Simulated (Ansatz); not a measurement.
Input for Ansatz (a program for electronic structure): R-CCSD(T)/aug-cc-pV(T+d)Z on CH2O2S (a complex), monomers drawn apart or pushed together. Files ending in .json are basis or fitting sets from the Basis Set Exchange.

Ansatz 0.2 input:
```yaml
crystal:
  periodic: [false, false, false]
  atoms:
    - {symbol: O, position_ang: [0.87780738, -0.37903569, -0.13047217]}
    - {symbol: C, position_ang: [-0.00268354, 0.32793359, 0.13379475]}
    - {symbol: O, position_ang: [-0.88200986, 1.04496805, 0.37377867]}
    - {symbol: S, position_ang: [0.27221104, -1.39857232, 5.98360250]}
    - {symbol: H, position_ang: [0.12774320, -0.14851430, 6.45162414]}
    - {symbol: H, position_ang: [1.61221152, -1.33341371, 6.03580970]}
basis:
  gaussian:
    orbitals: aug-cc-pV_T+d_Z.json
magnetization: {spin_polarized: false}
correlation: {method: ccsd_t, electrons: outside_noble_gas}
scf: {lower_state_search: off}
```

Program output:

```
WARN ansatz: RAYON_NUM_THREADS=1 ignored (pool sized by the plan → 1); use --threads N
Functional definition: HF
these checks for a lower state are left out or cut short: stability, starts, cluster_reference, orbital_swaps, neighbouring_geometries, increment
integrals: 1.30 GiB planned
1423 factors; integrals over basis functions are off by at most 1.3e-3 eV
mean field: 0.69 GiB planned
mean field evaluation 1: about -15954.2981 eV, gradient 4.0e1 eV
mean field evaluation 2: about -15954.4703 eV, gradient 4.0e1 eV
mean field evaluation 4: about -15957.4032 eV, gradient 3.0e0 eV
mean field evaluation 8: about -15957.4518 eV, gradient 2.4e-1 eV
mean field -15957.45222321 eV, -586.4255528534 hartree, gradient 3.6e-6 eV, S^2 0.000000; 0 other end points of the search recorded, 0 dependent functions left out
8 core orbitals not correlated
reference -15957.45222321 eV, -586.4255528534 hartree; 12, 12 occupied and 219, 219 virtual orbitals, 1423 factors
second order -21.95350151 eV of doubles, -0.00000000 eV of singles
coupled cluster: 1.81 GiB planned
cycle   1  -21.53499929 eV  change    4.2e-1 eV  update   1.3e-1
cycle   2  -22.18358940 eV  change   -6.5e-1 eV  update   4.3e-2
cycle   3  -22.34197426 eV  change   -1.6e-1 eV  update   1.9e-2
cycle   4  -22.31926270 eV  change    2.3e-2 eV  update   3.6e-3
cycle   5  -22.32002633 eV  change   -7.6e-4 eV  update   1.2e-3
cycle   6  -22.31982827 eV  change    2.0e-4 eV  update   2.6e-4
cycle   7  -22.31956043 eV  change    2.7e-4 eV  update   8.8e-5
cycle   8  -22.31958022 eV  change   -2.0e-5 eV  update   2.6e-5
perturbative correction -1.04501781 eV, -0.0384036961 hartree
Total energy: -15980.81682124 eV, -587.2841859937 hartree
Checks for a lower state left out: stability, starts, cluster_reference, orbital_swaps, neighbouring_geometries, increment
```

The run converged.

Cost: roughly 8 core-minutes.
